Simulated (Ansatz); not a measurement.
Two shapes of singlet CuNH₃(+).

Shape 1:

```xyz
5

N     0.0159    0.0010   -1.3687
H     0.9606    0.0254   -1.7719
H    -0.4543    0.7736   -1.7992
H    -0.4830   -0.7785   -1.7837
Cu    0.0276    0.0350    0.5518
```

Shape 2:

```xyz
5

N     0.0042   -0.0019   -1.4249
H     0.9489    0.0089   -1.8100
H    -0.4776    0.8213   -1.8040
H    -0.4727   -0.8248   -1.8044
Cu   -0.0016    0.0044    0.5204
```

Basis set: STO-3G (spherical functions). Frozen core: 6 orbitals. Charge 1, multiplicity 1.

Computed with Ansatz (development build ahead of 0.2.0); each method stands on the lowest determinant of its kind that the runs found.

Q: Which shape is lower in energy, and by how much in each method?

A:

| method | E(2) − E(1) (eV) |
| --- | --- |
| RHF | -0.073 |
| RHF-MP2 | -0.084 |

Shape 2 is lower.
